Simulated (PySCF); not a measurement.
Species: cis-Ti(NH3)2Br4 (singlet state).
SMILES: `[NH3]->[Ti](<-[NH3])([Br])([Br])([Br])[Br]`

Computed, not measured: PySCF, TDDFT wB97X-D/def2-SVPD, vertical, gas phase, core orbitals frozen in the response. Geometry: PBE0-D3(BJ)/def2-SVP; no solvent, vibrations or thermal averaging. The wB97X-D/def2-SVPD calculation is non-relativistic and has no spin–orbit coupling, an omission that weighs most on bromine.

Question: Predict the UV-vis stick spectrum at this level.

Answer: 

```json
{"state": "S1", "E (eV)": "2.98", "E (hartree)": "0.1095", "f": "0.0000", "main configurations (H = HOMO, L = LUMO)": "H→L+1 (98%)"}
{"state": "S2", "E (eV)": "3.01", "E (hartree)": "0.1107", "f": "0.0001", "main configurations (H = HOMO, L = LUMO)": "H-1→L+1 (96%)"}
{"state": "S3", "E (eV)": "3.04", "E (hartree)": "0.1117", "f": "0.0031", "main configurations (H = HOMO, L = LUMO)": "H-1→L (84%), H-2→L+1 (9%)"}
{"state": "S4", "E (eV)": "3.09", "E (hartree)": "0.1134", "f": "0.0003", "main configurations (H = HOMO, L = LUMO)": "H→L+2 (87%)"}
{"state": "S5", "E (eV)": "3.11", "E (hartree)": "0.1142", "f": "0.0001", "main configurations (H = HOMO, L = LUMO)": "H-1→L+2 (54%), H→L (45%)"}
{"state": "S6", "E (eV)": "3.24", "E (hartree)": "0.1192", "f": "0.023", "main configurations (H = HOMO, L = LUMO)": "H→L (49%), H-1→L+2 (40%)"}
{"state": "S7", "E (eV)": "3.28", "E (hartree)": "0.1205", "f": "0.0021", "main configurations (H = HOMO, L = LUMO)": "H-2→L (81%), H-4→L (12%)"}
{"state": "S8", "E (eV)": "3.31", "E (hartree)": "0.1217", "f": "0.0000", "main configurations (H = HOMO, L = LUMO)": "H-2→L+2 (96%)"}
{"state": "S9", "E (eV)": "3.42", "E (hartree)": "0.1256", "f": "0.0000", "main configurations (H = HOMO, L = LUMO)": "H-3→L (98%)"}
{"state": "S10", "E (eV)": "3.46", "E (hartree)": "0.1272", "f": "0.0002", "main configurations (H = HOMO, L = LUMO)": "H-4→L+1 (56%), H-2→L+1 (38%)"}
{"state": "S11", "E (eV)": "3.47", "E (hartree)": "0.1275", "f": "0.0011", "main configurations (H = HOMO, L = LUMO)": "H-4→L (58%), H-3→L+2 (29%)"}
{"state": "S12", "E (eV)": "3.47", "E (hartree)": "0.1277", "f": "0.0001", "main configurations (H = HOMO, L = LUMO)": "H-4→L+2 (90%)"}
{"state": "S13", "E (eV)": "3.53", "E (hartree)": "0.1296", "f": "0.0005", "main configurations (H = HOMO, L = LUMO)": "H-3→L+1 (98%)"}
{"state": "S14", "E (eV)": "3.60", "E (hartree)": "0.1324", "f": "0.062", "main configurations (H = HOMO, L = LUMO)": "H-2→L+1 (42%), H-4→L+1 (30%), H→L+2 (10%)"}
```

Triplets, Tamm–Dancoff:

```csv
state,E (eV),λ (nm),"main configurations (H = HOMO, L = LUMO)"
T1,2.78,445.9,"H→L (62%), H-1→L+2 (35%)"
T2,2.80,442.5,"H-1→L (56%), H→L+2 (39%)"
T3,2.92,424.2,H→L+1 (96%)
T4,2.95,420.3,H-1→L+1 (94%)
```

The lowest singlet lies at 2.98 eV (416 nm, visible) and is dark (f under 0.0005); its leading configuration is HOMO→LUMO+1 (98%). The most intense listed level is S14 at 3.60 eV (344 nm, f = 0.062), 0.62 eV above S1. It is the last of those listed, so stronger ones may follow. S10/S11/S12 lie within about 0.01 eV of each other. For S1 the Löwdin share of titanium is at most 3% in HOMO and 79% in LUMO+1 (ligand-to-metal charge transfer by this measure); for S14 the Löwdin share of titanium is at most 5% in HOMO-2 and 79% in LUMO+1. The listed states span 0.62 eV, and the widest gap between neighbours is 0.14 eV (S5 to S6). The oscillator strengths of these states sum to 0.093; summed over the whole spectrum of an exact calculation they would give the number of electrons, 182 (Thomas–Reiche–Kuhn). Orbital energies (eV): HOMO-3 -9.85, HOMO-2 -9.69, HOMO-1 -9.44, HOMO -9.40, LUMO -1.80, LUMO+1 -1.79, LUMO+2 -1.75. 6 computed singlets (S1 to S6) lie in the visible range (380 to 750 nm), the largest f among them at 382 nm, f = 0.023; light of that wavelength is violet, and its complementary colour is yellow-green; a Tamm–Dancoff triplet lies at 446 nm, without intensity as long as spin–orbit coupling is left out. Orbitals of the list HOMO-3 to LUMO+2 that lie within 0.01 eV of each other are written together with a slash and their weights summed (≥ marks a lower bound); for degenerate orbitals outside that list single weights are arbitrary. The window holds the lowest 15 singlets. The highest level found (3.74 eV, f 0.083 so far) is left out, since the window may have cut off a degenerate partner.
